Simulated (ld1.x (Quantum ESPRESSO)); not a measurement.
## molybdenum (Mo): excitation energies, all-electron against PAW

| Item | Value |
| --- | --- |
| Element | Mo |
| Generator | ld1.x (Quantum ESPRESSO) 7.5 |
| Type | PAW |
| Functional | PBE |
| Relativity | fully relativistic |
| Frozen core | [Ar] 3d10 |
| Valence charge | 14 |
| Reference configuration | 4s2 4p6 4d5 5s1 5p0 |
| Partial waves | 4s (bound): rcut 1.45, rcutus 1.90 bohr; 5s (bound): rcut 1.45, rcutus 1.90 bohr; 4p (bound): rcut 1.85, rcutus 2.10 bohr; 5p (bound, empty): rcut 1.85, rcutus 2.10 bohr; 4d (bound): rcut 1.75, rcutus 1.95 bohr; 4d channel at 0.6 Ry: rcut 1.75, rcutus 1.95 bohr |
| Local potential | all-electron potential smoothed inside 1.55 bohr (lloc = -1) |
| Core correction | Bessel-smoothed model core, default radius (core density twice the valence density) |
| Augmentation charge | GAUSS, radius 1.30 bohr |

Open shells are filled in proportion to 2j + 1 (rel_dist='average').

Energies are relative to the spin-unpolarised reference configuration 4s2 4p6 4d5 5s1 5p0; without spin polarisation the order of configurations can differ from experiment.

**Question.** Give the all-electron excitation energy and the error of the potential for: 4s2 4p6 4d5 5s0 5p0; 4s2 4p6 4d4 5s0 5p0; 4s2 4p6 4d3 5s0 5p0; 4s2 4p5 4d5 5s1 5p0; 4s2 4p6 4d4 5s1 5p1; 4s2 4p6 4d5 5s0.5 5p0; 4s2 4p6 4d6 5s0 5p0.

**Answer.**

| valence configuration | charge | ΔE all-electron (eV) | error AE − PS (meV) |
| --- | --- | --- | --- |
| 4s2 4p6 4d5 5s0 5p0 | +1 | 6.891 | +0.2 |
| 4s2 4p6 4d4 5s0 5p0 | +2 | 22.352 | +1.7 |
| 4s2 4p6 4d3 5s0 5p0 | +3 | 49.093 | +16 |
| 4s2 4p5 4d5 5s1 5p0 | +1 | 44.013 | +18 |
| 4s2 4p6 4d4 5s1 5p1 | 0 | 3.736 | +4.1 |
| 4s2 4p6 4d5 5s0.5 5p0 | +0.5 | 2.727 | 0.0 |
| 4s2 4p6 4d6 5s0 5p0 | 0 | 0.762 | +0.5 |

Levels in the configuration 4s2 4p6 4d4 5s0 5p0:

```csv
level,all-electron (eV),pseudo (eV)
4s j=1/2,-82.718,-82.701
4p j=1/2,-58.451,-58.437
4p j=3/2,-55.934,-55.922
4d j=3/2,-20.975,-20.970
4d j=5/2,-20.724,-20.719
```

The ghost test of this file was not conclusive.
